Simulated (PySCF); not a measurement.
Bonding in `C#CC[P@@](=S)(CP)C(C)=O`

Compound: C6H10OP2S.
SMILES with atom numbers: `[CH:1]#[C:2][CH2:3][P@@:4](=[S:5])([CH2:6][PH2:7])[C:8]([CH3:9])=[O:10]` (hydrogens: H11 on C1; H12, H13 on C3; H14, H15 on C6; H16, H17 on P7; H18, H19, H20 on C9)

Geometry (GFN2-xTB, Å), atoms numbered from 1 in this order:
```xyz
20
C6H10OP2S angstrom
C      3.446   -0.994    0.161
C      2.354   -1.046   -0.327
C      1.012   -1.076   -0.858
P     -0.089   -0.298    0.423
S     -0.201   -1.189    2.137
C      0.471    1.450    0.426
P      0.180    2.305   -1.225
C     -1.723   -0.160   -0.509
C     -2.666   -1.282   -0.264
O     -1.924    0.805   -1.196
H      4.415   -0.969    0.561
H      0.942   -0.504   -1.789
H      0.687   -2.110   -1.018
H      1.551    1.405    0.615
H     -0.007    1.970    1.262
H     -0.898    3.078   -0.823
H      1.090    3.329   -0.921
H     -2.170   -2.225   -0.498
H     -3.579   -1.172   -0.846
H     -2.896   -1.306    0.802
```

Bond orders from the PBE0/pcSseg-1 density (PySCF). One conformer (not necessarily the lowest) at the GFN2-xTB geometry, without solvent, vibrations or thermal averaging.

**Question.** How far do the computed orders between heavy atoms stray from the drawn ones?

**Answer.** The largest departure is 0.475, at C1–C2 (drawn triple, 2.525). Drawn single, order above 1.12: C2–C3 (1.124). Drawn single, order below 0.88: C3–P4 (0.860) and P4–C8 (0.728). Drawn double or triple, more than 0.30 short of the drawn order: C1–C2 (2.525).

**Question.** Set the Mayer orders of the bonds beside their lengths.

**Answer.** 
```tsv
bond	drawn as	length (Å)	Mayer order
C1–C2	triple	1.197	2.525
C2–C3	single	1.443	1.124
C3–P4	single	1.860	0.860
P4–S5	double	1.935	1.755
P4–C6	single	1.836	0.902
C6–P7	single	1.882	0.928
P4–C8	single	1.886	0.728
C8–C9	single	1.486	1.023
C8–O10	double	1.201	1.932
C1–H11	single	1.049	1.144
C3–H12	single	1.095	0.875
C3–H13	single	1.095	0.898
C6–H14	single	1.097	0.918
C6–H15	single	1.094	0.930
P7–H16	single	1.386	0.953
P7–H17	single	1.403	0.922
C9–H18	single	1.091	0.929
C9–H19	single	1.088	0.947
C9–H20	single	1.091	0.921
```

Bonds between the same two heavy elements. C–C: lowest C8–C9 (1.023, 1.486 Å), highest C1–C2 (2.525, 1.197 Å). C–P: lowest P4–C8 (0.728, 1.886 Å), highest C6–P7 (0.928, 1.882 Å); in 2 of the 6 pairs the longer bond (by over 0.003 Å) has the higher order (by 0.02 or more).

**Question.** Sum the orders of all bonds at each heavy atom with more than one neighbour and set the sums beside the valence in the SMILES.

**Answer.** C1 3.669 (drawn 4), C2 3.649 (drawn 4), C3 3.757 (drawn 4), P4 4.245 (drawn 5), C6 3.678 (drawn 4), P7 2.803 (drawn 3), C8 3.683 (drawn 4), C9 3.820 (drawn 4). Orders between atoms that aren't bonded are not in these sums.

For a closed shell the Mayer order of atoms A and B is Σ (PS)μν (PS)νμ over the basis functions μ on A and ν on B, with P the density and S the overlap matrix.
